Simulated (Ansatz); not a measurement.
Basis-set extrapolation for C2H8S2Si, SMILES `C[SiH2]CSS` (PBE0-D4/def2-TZVP geometry, frozen core, Ansatz). Multiplicity 1, RHF reference.

```tsv
	def2-TZVPP	def2-QZVPP
HF	-1164.465568	-1164.501168
MP2 correlation	-0.834770	-0.898863
CCSD(T) correlation	-0.946027	not run
```

Energies in hartree. Use E(X) = E(∞) + A·exp(−7.88·√X) for Hartree–Fock and E(X) = E(∞) + B·X^(−2.97) for correlation, with X = 3 and 4, and add CCSD(T) minus MP2 of the smaller set to the MP2 limit.

What is the CCSD(T) energy at the basis-set limit?

HF limit: -1164.501168 + (-0.035600) × 0.13774 = -1164.50607. MP2 limit: -0.898863 + (-0.064093) × 0.74074 = -0.94634. Higher-order term: -0.946027 − (-0.834770) = -0.11126. Total: -1165.56367 hartree, 399.3 kJ/mol below CCSD(T)/def2-TZVPP.
